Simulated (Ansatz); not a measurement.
Computed with Ansatz on PBE0-D4/def2-TZVP structures; ΔE is electronic, products minus reactants. CCSD(T)/CBS is the MP2 limit (def2-TZVPP, def2-QZVPP) plus CCSD(T) − MP2 in def2-TZVPP, frozen cores. Functionals use def2-TZVPP. One conformer a species, not always the lowest.

`O[SiH2][SiH](F)S` + `N[Si](N)(O)F` → `O[SiH2][SiH](O)S` + `N[Si](N)(F)F`  (redistribution)

`O[SiH2][SiH](F)S`:

```xyz
10

O    -0.776   -1.262   -1.622
Si    0.655   -0.957   -0.857
Si    0.202    0.366    1.029
F     1.549    0.822    1.771
S    -0.865    2.039    0.237
H    -1.370   -0.517   -1.740
H     1.620   -0.226   -1.727
H     1.231   -2.275   -0.496
H    -0.656   -0.266    2.062
H    -1.589    2.275    1.344
```

`N[Si](N)(O)F`:

Cartesian coordinates in Å:
```
N -0.397 1.068 1.065
Si 0.210 0.132 -0.198
N -0.906 -1.090 -0.563
O 1.715 -0.272 0.302
F 0.404 0.864 -1.613
H -1.363 1.337 1.111
H 0.202 1.632 1.642
H -1.007 -1.442 -1.499
H -1.213 -1.749 0.131
H 2.355 -0.480 -0.380
```

`O[SiH2][SiH](O)S`:

Z-matrix (Å, degrees):
```
Si
Si 1 2.344
O 1 1.655 2 107.1
H 1 1.492 2 110.6 3 -122.1
H 1 1.483 2 112.0 3 116.3
S 2 2.140 1 112.2 3 -72.8
O 2 1.656 1 101.7 3 47.7
H 2 1.489 1 117.0 3 169.8
H 3 0.960 1 115.7 2 -49.4
H 6 1.345 2 94.8 1 43.8
H 7 0.960 2 117.4 1 -170.0
```

`N[Si](N)(F)F`:

Cartesian coordinates in Å:
```
N 0.991 0.390 0.988
Si -0.424 0.280 0.082
N -0.255 -0.877 -1.130
F -1.576 0.028 1.150
F -0.889 1.601 -0.675
H 1.889 0.499 0.551
H 0.981 0.717 1.939
H 0.083 -1.802 -0.930
H -0.799 -0.837 -1.974
```

```
        level  ΔE (kcal/mol)
    r2SCAN-D4           -2.4
MP2/CBS(def2)           -2.5
```

(1) What does CCSD(T)/CBS give? (Best estimate.)

Largest T1 diagnostic among the species: 0.012.

Answers

(1) Computed: -2.3 kcal/mol. The listed levels differ from it by -0.1, -0.2 kcal/mol.
